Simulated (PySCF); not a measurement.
Working out the ionisation energy of Os

Os [Xe] 4f14 5d6 6s2 (5D) → Os⁺ [Xe] 4f14 5d6 6s1 (6D). Calculation: PySCF 2.14, in ANO-RCC-VTZP; scalar relativity by spin-free X2C-1e. Frozen: [Xe] 4f14. Energies in hartree (1 hartree = 27.21139 eV):

| part | Os (lower) | Os⁺ (upper) |
| --- | --- | --- |
| UHF | -17249.411989 | -17249.171359 |
| CCSD correlation | -0.175305 | -0.123124 |
| (T) | -0.006713 | -0.002904 |

Q: What does Hartree-Fock give?

A: (-17249.171359) − (-17249.411989) = 0.240630 hartree = 6.548 eV.

Q: What do CCSD and CCSD(T) give?

A: The CCSD correlation energies differ by 0.052181 hartree = 1.420 eV and the triples by 0.003809 hartree = 0.104 eV, so CCSD gives 7.968 eV and CCSD(T) 8.072 eV.

Measured between the centres of the two terms (NIST): 8.473 eV, so CCSD(T) (valence) is off by -0.401 eV.

What remains against the reference includes basis incompleteness, the frozen core and higher excitations.
